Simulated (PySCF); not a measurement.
Sn(H)(SH)3 (H₄S₃Sn), SMILES [SH][SnH]([SH])[SH]. Heavy atoms are numbered as in [SnH:1]([SH:2])([SH:3])[SH:4]. Hydrogens are named by the atom that carries them.

Coordinates come from a PBE0-D3(BJ)/def2-SVP optimisation. The structure was generated by enumeration; whether it is a known compound was not checked. The def2 effective core potentials stand for the cores of Sn; spin–orbit coupling is left out. One conformer was computed; it need not be the lowest.

These are PBE/def2-TZVP in PySCF values and carry that method's errors.

ESP charges are fitted to the potential on shells at 1.4 to 2.0 van der Waals radii. Atomic charges (e), one atom of each kind:

```json
[
 {"atom": "Sn1 (SnH)", "Löwdin": "-0.17", "ESP fit": "[?]", "Mulliken": "0.66"},
 {"atom": "S2 (SH)", "Löwdin": "0.01", "ESP fit": "[?]", "Mulliken": "-0.39"},
 {"atom": "H on Sn1", "Löwdin": "-0.04", "ESP fit": "[?]", "Mulliken": "-0.02"},
 {"atom": "H on S2", "Löwdin": "0.06", "ESP fit": "[?]", "Mulliken": "0.18"}
]
```

**Question.** What belongs in the gaps? (Estimate from the structure and the level; the computed values follow.)

**Answer.** 
- Sn1 (SnH), ESP fit: 0.29
- S2 (SH), ESP fit: -0.24
- H on Sn1, ESP fit: 0.02
- H on S2, ESP fit: 0.14
